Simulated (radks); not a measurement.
The numbers below are computed, except where a source is named.
The zirconium ion Zr4+, configuration [Kr] (the NIST ground configuration). Code: a radial shooting solver on a logarithmic mesh with Libxc functionals. Model: scalar-relativistic Kohn-Sham, OLYP, spin-polarised, spherical densities, finite nucleus; Fermi nuclear charge, rms radius 4.2694 fm.

Radial electron density D(r) = 4 pi r^2 rho(r):

```
   r/bohr * D(r) (the largest magnitude, 61.7, reaches the edge; | marks zero)
 0.003104 |    *
 0.003528 |     *
 0.004009 |      *
 0.004557 |        *
 0.005179 |         *
 0.005934 |            *
 0.006744 |              *
 0.007665 |                 *
 0.008711 |                    *
 0.009901 |                        *
  0.01125 |                           *
  0.01279 |                               *
  0.01454 |                                  *
  0.01665 |                                      *
  0.01893 |                                         *
  0.02151 |                                           *
  0.02445 |                                            *
  0.02779 |                                            *
  0.03158 |                                           *
   0.0359 |                                         *
   0.0408 |                                       *
  0.04674 |                                     *
  0.05312 |                                     *
  0.06038 |                                      *
  0.06862 |                                        *
  0.07799 |                                            *
  0.08864 |                                                 *
   0.1007 |                                                    *
   0.1145 |                                                      *
   0.1312 |                                                    *
   0.1491 |                                                *
   0.1695 |                                          *
   0.1926 |                                    *
   0.2189 |                                 *
   0.2488 |                                *
   0.2828 |                                   *
   0.3214 |                                      *
   0.3682 |                                        *
   0.4185 |                                      *
   0.4756 |                                *
   0.5406 |                         *
   0.6144 |                 *
   0.6983 |            *
   0.7936 |         *
    0.902 |       *
    1.033 |       *
    1.175 |       *
    1.335 |      *
    1.517 |    *
    1.724 |  *
     1.96 | *
    2.228 |*
    2.532 *
      2.9 *
    3.297 *
    3.747 *
    4.258 *
```

D(r) has 3 maxima, at r = 0.0261, 0.115, 0.368 bohr, and minima at 0.0527, 0.235 bohr, inside which lie 2.04, 11.07 electrons.
